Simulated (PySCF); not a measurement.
Job for PySCF: D3(BJ) and D4 dispersion corrections on C2H6BN (SMILES C=CBN), a point of a torsion scan.

```python
from pyscf import gto
from pyscf.dispersion import dftd3, dftd4

mol = gto.M(
    atom='''
    C     1.49023524    0.47814639    0.36127936
    C     0.85928625   -0.44819094   -0.35313455
    B    -0.68543854   -0.67048947   -0.32907493
    N    -1.54003315    0.29728411    0.22111677
    H     0.94406646    1.19543275    0.95325590
    H     2.56692751    0.54995583    0.41195911
    H     1.47382144   -1.14484140   -0.91539806
    H    -1.09266819   -1.77142288   -0.43858273
    H    -1.57919310    1.24360497   -0.11986277
    H    -2.48705205    0.00428615    0.42272226
    ''',
    basis='def2-svp',
    charge=0, spin=0, verbose=0, max_memory=1800)
d3, d4 = {}, {}
for xc in ['hf', 'pbe', 'blyp', 'revpbe', 'tpss', 'r2scan', 'b3lyp', 'pbe0', 'bhlyp', 'camb3lyp', 'b2plyp']:
    d3[xc] = float(dftd3.DFTD3Dispersion(mol, xc=xc, version='d3bj', atm=False).get_dispersion()['energy'])
    print(f'D3(BJ) {xc:10s} {d3[xc]:14.8f} Eh')
for xc in ['hf', 'pbe', 'blyp', 'revpbe', 'tpss', 'r2scan', 'b3lyp', 'pbe0', 'bhlyp', 'camb3lyp', 'b2plyp']:
    d4[xc] = float(dftd4.DFTD4Dispersion(mol, xc={'camb3lyp': 'cam-b3lyp'}.get(xc, xc), atm=True).get_dispersion()['energy'])
    print(f'D4     {xc:10s} {d4[xc]:14.8f} Eh')
```

Output:

```
D3(BJ) hf            -0.05121688 Eh
D3(BJ) pbe           -0.00617482 Eh
D3(BJ) blyp          -0.01288903 Eh
D3(BJ) revpbe        -0.01604169 Eh
D3(BJ) tpss          -0.00765670 Eh
D3(BJ) r2scan        -0.00169551 Eh
D3(BJ) b3lyp         -0.01047341 Eh
D3(BJ) pbe0          -0.00521915 Eh
D3(BJ) bhlyp         -0.00799626 Eh
D3(BJ) camb3lyp      -0.00453727 Eh
D3(BJ) b2plyp        -0.00471907 Eh
D4     hf            -0.02170004 Eh
D4     pbe           -0.00561614 Eh
D4     blyp          -0.01270347 Eh
D4     revpbe        -0.01953283 Eh
D4     tpss          -0.00761404 Eh
D4     r2scan        -0.00138964 Eh
D4     b3lyp         -0.00899770 Eh
D4     pbe0          -0.00467671 Eh
D4     bhlyp         -0.00624651 Eh
D4     camb3lyp      -0.00465518 Eh
D4     b2plyp        -0.00390975 Eh
```

The run finished.

Cost: very roughly 0.020 core-seconds.
